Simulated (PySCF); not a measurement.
# Electronic structure of Ca²⁺ (calcium, charge +2) at the UHF level

Configuration: [Ar], closed-shell 1S. Calculation: PySCF 2.14, in dyall-av3z; the spin-free X2C one-electron Hamiltonian (Gaussian nucleus).

```json
{
  "Total energy": "-679.030593 hartree",
  "One-electron energy": "-919.7206 hartree",
  "Hartree (Coulomb) energy": "275.8951 hartree",
  "Exchange energy": "-35.2051 hartree",
  "⟨S²⟩": "0.0000",
  "⟨L²⟩": "0.000",
  "Sum of ⟨r⟩": "12.72 bohr",
  "Sum of ⟨r²⟩": "15.37 bohr²",
  "Langevin diamagnetic susceptibility": "-12.2 ×10⁻⁶ cm³/mol"
}
```

```tsv
shell	electrons	mean orbital energy (hartree)	rms radius, mean of both spins (bohr)
1s	2	-150.66616	0.0888
2s	2	-17.51192	0.393
2p	6	-14.18835	0.362
3s	2	-2.79635	1.24
3p	6	-1.87694	1.37
```

Densities and radii are taken from the X2C orbitals without a picture-change correction, which distorts them close to the nucleus.
